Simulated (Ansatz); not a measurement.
Species: C₅H₁₁N, net charge 0, singlet state. 
Structure (B3LYP-D3(BJ)/def2-TZVP (Ansatz, a quantum-chemistry and plane-wave program) minimum search):
```xyz
17

C     -1.6562     0.2564     0.2383
C     -1.2088    -1.1684    -0.1983
C      0.2973    -1.0564    -0.4958
C      0.7641     0.1354     0.3413
C     -0.3883     1.1266     0.1732
N      2.0390     0.6776    -0.1213
H     -2.0545     0.2328     1.2540
H     -2.4473     0.6522    -0.3987
H     -1.3896    -1.8842     0.6053
H     -1.7632    -1.5258    -1.0661
H      0.4714    -0.8141    -1.5475
H      0.8442    -1.9749    -0.2733
H      0.7962    -0.1784     1.3981
H     -0.3798     1.9223     0.9209
H     -0.2852     1.5948    -0.8093
H      2.3091     1.4809     0.4351
H      2.7774    -0.0101    -0.0217
```

Atomisation energy built up term by term with Ansatz (kcal/mol; UHF references for open shells; valence terms freeze the core; atomic spin-orbit terms are left out). CBS(X,Y): correlation extrapolated as X^-3; Hartree-Fock from the larger set.

```
term                                          basis  kcal/mol
-----------------------  --------------------------  --------
Hartree-Fock                                cc-pVQZ   1206.89
CCSD correlation               CBS(cc-pVTZ,cc-pVQZ)    398.92
(T)                            CBS(cc-pVTZ,cc-pVQZ)     23.84
core correlation                          cc-pwCVTZ      6.30
scalar relativity (X2C)  cc-pVTZ-DK against cc-pVTZ     -1.22
sum: De                                                1634.7
```

(T) makes 1.5 % of the CCSD(T) atomisation energy; under 5 % is typical of single-reference molecules.
